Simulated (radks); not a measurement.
Q: Fe4+, configuration [Ar] 3d4 (the NIST ground configuration). Method: scalar-relativistic Kohn-Sham, PBE, spin-polarised, spherical densities, finite nucleus; open shells are filled with parallel spins first; Fermi nuclear charge, rms radius 3.7377 fm; computed with a radial shooting solver on a logarithmic mesh with Libxc functionals. Some entries of the table are withheld. Estimate them.

orbital,occ.,eigenvalue (hartree),<r> (bohr)
1s down,1,-259.4162,0.05846
1s up,1,-259.4156,0.05846
2s up,1,-32.41331,0.2671
2s down,1,-32.32558,0.2666
2p up,3,(1),(2)
2p down,3,(3),(4)
3s up,1,-5.67666,(5)
3s down,1,-5.48247,(6)
3p up,3,-4.40714,0.8272
3p down,3,-4.21669,0.8332
3d up,4,-2.40049,0.9127
3d down,0,-2.21581,0.9353

A: 
(1) 2p up eigenvalue (hartree): -27.94366
(2) 2p up <r> (bohr): 0.2358
(3) 2p down eigenvalue (hartree): -27.87725
(4) 2p down <r> (bohr): 0.2352
(5) 3s up <r> (bohr): 0.7938
(6) 3s down <r> (bohr): 0.7973
